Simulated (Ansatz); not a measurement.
The cluster Mg4H6. Total charge 0; singlet. Geometry r2SCAN-D4/def2-SVP; atoms count from 1.

```xyz
10

Mg   -0.742   -0.714    1.015
Mg   -1.624    2.138    1.300
Mg   -0.588    1.224   -1.127
Mg    1.559   -0.793   -0.760
H     3.234   -1.107   -0.925
H    -1.487    0.413    2.270
H     0.545    0.620    0.406
H    -1.794   -0.019   -0.355
H     0.369   -1.962    0.290
H     0.528    0.198   -2.114
```

The restricted singlet is unstable towards broken spin symmetry in Hartree–Fock (as tested in another run); at PBE0-D4/def2-TZVP this wasn't settled. The structure comes from a short search, and lower isomers may exist.

Estimate the Mulliken populations from the PBE0/def2-TZVP orbitals of Ansatz.


| atom | charge (e) |
| --- | --- |
| Mg1 | 0.70 |
| Mg2 | 0.28 |
| Mg3 | 0.27 |
| Mg4 | 0.39 |
| H5 | -0.22 |
| H6 | -0.26 |
| H7 | -0.35 |
| H8 | -0.24 |
| H9 | -0.27 |
| H10 | -0.29 |
Mulliken values and Mayer orders depend strongly on the basis.

And the Mayer bond orders between bonded heavy atoms (over 0.3)?

Mg2–Mg3 0.72 (2.79 Å).
